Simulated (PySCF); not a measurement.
# (2-Hydroxy-2-methylhexyl)methylphenylphosphine sulfide (C14H23OPS): Computed beside measured shifts

System: (2-Hydroxy-2-methylhexyl)methylphenylphosphine sulfide (C14H23OPS), SMILES CCCC[C@@](C)(O)C[P@@](C)(=S)c1ccccc1.

Atom-mapped SMILES (hydrogens are numbered by the atom that bears them): [CH3:1][CH2:2][CH2:3][CH2:4][C@@:5]([CH3:6])([OH:7])[CH2:8][P@@:9]([CH3:10])(=[S:11])[c:12]1[cH:13][cH:14][cH:15][cH:16][cH:17]1

Method: GIAO PBE0/pcSseg-2, gas phase, PySCF SCF with an in-house response code, fitting set def2-universal-JFIT up to Ne and JKFIT beyond, grid level 2, non-relativistic, on the PBE0-D3(BJ)/def2-SVP geometry.

One optimised conformer. Values are averaged over the atoms that symmetry or fast rotation interchanges, on this one geometry and without vibrational averaging. Shifts are the reference shielding less the shielding here, at the same level (13C, 1H against isolated TMS; 17O against isolated H2O; 31P against isolated H3PO4; 33S against isolated CS2); nuclei without a reference have shieldings only.

Question: What shifts does this level give for P9, and how do they compare with measurement?

Answer: 
```
atom  nucleus  computed / ppm  measured / ppm  computed less measured  measured against  medium of the measurement
  P9      31P            16.0           33.06                   -17.1        85 % H3PO4                      CDCl3
```

Computed 19F and 31P shifts carry an offset from the reference molecule (CFCl3 is hard for DFT, lone H3PO4 or PH3 isn't the 85 % acid), so differences between compounds are more accurate than the values.

Measured values:  License and Terms: This is a supporting information file under the terms of the Creative Commons Attribution .
